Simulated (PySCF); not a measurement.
# Telling isomers of C₆H₄O₃ apart by NMR

One computed conformer, equivalent nuclei averaged, gas phase, non-relativistic. GFN2-xTB structure; shieldings: GIAO PBE0/pcSseg-1; PySCF 2.14.0 with density-fitted response routines.

δ = σ(ref) − σ, references computed at the same level: TMS for 1H, 13C. Where no couplings were computed, multiplicities follow the n + 1 count of equivalent neighbours, and m marks all less simple cases (inequivalent or close neighbours, rings, F or P nearby). Acid and N–H amide carbonyl carbons lie up to 10 ppm further downfield in solution (hydrogen bonding). Shifts are as computed. Against solution values, carbons near 30 ppm lie about +3 ppm off and those near 130 ppm about +5 ppm. Of 1211 compounds with measured shifts, 218 miss one by over three times the rms of a fit or turn the order of signals round; such compounds aren't used in these exercises. OH and NH positions are gas-phase values without hydrogen bonding to other molecules.

(1) Tabulate the signals of `O=Cc1cc(=O)cco1`, `C#CC(=O)C(=C)C(=O)O` and their relative energies.

(2) What is the quickest way to tell O=Cc1cc(=O)cco1 from C#CC(=O)C(=C)C(=O)O?

Answers

(1) 
```json
{"SMILES": "O=Cc1cc(=O)cco1", "carbon types": "2×C 4×CH", "δC": "192.2, 177.8, 161.7, 159.6, 129.2, 126.3", "δH": "9.96 (s, 1H), 7.84 (d, 1H), 7.17 (s, 1H), 6.59 (d, 1H)", "E rel. (kcal/mol)": "0.0"}
{"SMILES": "C#CC(=O)C(=C)C(=O)O", "carbon types": "4×C 1×CH 1×CH2", "δC": "178.0, 170.4, 148.5, 148.1, 93.3, 85.8", "δH": "7.09 (m, 1H), 7.05 (m, 1H), 6.56 (br s, 1H), 3.03 (s, 1H)", "E rel. (kcal/mol)": "33.7"}
```

Energies are electronic energies at PBE0/pcSseg-1 on these geometries, without zero-point or thermal terms, each for the one conformer computed, which needn't be the lowest.

(2) Both give the same number of carbon signals, but DEPT or the intensities differ. The first has an aldehyde carbonyl carbon (CH) at 192.2 ppm, the second a β carbon of a C=C–C=O unit (CH2) at 148.1 ppm. Their most deshielded carbons lie at 192.2 and 178.0 ppm. In the proton spectra the most deshielded non-exchanging signals are 9.96 (s, 1H) and 7.09 (m, 1H).
